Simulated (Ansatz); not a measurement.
Species: C3H4F2O (charge 0, singlet). 
Coordinates optimised at B3LYP-D3(BJ)/def2-TZVP (Ansatz, an electronic-structure program):
SMILES: COC=C(F)F
```xyz
10

C     -2.4944    -0.2439     0.1790
O     -1.1691    -0.7638     0.1550
C     -0.2214     0.1246     0.5586
C      0.9386     0.2293    -0.0701
F      1.2879    -0.4428    -1.1516
F      1.9273     1.0095     0.3475
H     -3.1549    -1.0650    -0.0892
H     -2.6082     0.5716    -0.5409
H     -2.7530     0.1190     1.1795
H     -0.4053     0.7244     1.4430
```

Total electronic energies in hartree. Valence correlation only, unless marked. No spin-orbit coupling. Non-relativistic. Basis-set limits of correlation are two-point, X^-3; Hartree-Fock from the larger set. The bracket is a focal-point correction in the basis named.

| level | program | energy (Eh) |
|---|---|---|
| HF/STO-3G | Ansatz | -384.40885 |
| HF/cc-pVDZ | Ansatz | -389.63205 |
| PBE0/def2-SVP | Ansatz | -390.87325 |
| BHLYP-D3(BJ)/def2-TZVPD | Ansatz + dftd3 | -391.56817 |
| r2SCAN0-D4/def2-TZVPD | Ansatz + dftd4 | -391.50533 |
| HSE06-D3(BJ)/def2-TZVPD | Ansatz + dftd3 | -391.32274 |
| CAM-B3LYP-D4/def2-TZVPD | Ansatz + dftd4 | -391.62209 |
| LC-wPBE/def2-TZVPD | Ansatz | -391.51566 |
| RPA@PBE/cc-pVQZ | Ansatz | -391.77346 |
| RI-MP2/aug-cc-pVTZ | Ansatz | -391.00908 |
| RI-MP2/aug-cc-pVQZ | Ansatz | -391.11825 |
| SCS-MP2/cc-pVTZ | Ansatz | -390.95503 |
| CCSD(T)/STO-3G | Ansatz | -384.70817 |
| RI-MP2/CBS(cc-pVTZ,cc-pVQZ)+[CCSD(T)-MP2]/cc-pVDZ | Ansatz | -391.2387 |
| RI-MP2/CBS(cc-pVTZ,cc-pVQZ)+[CCSD(T)-MP2]/cc-pVTZ | Ansatz | -391.2443 |

Totals of different functionals don't rank their quality; only differences between species are comparable.
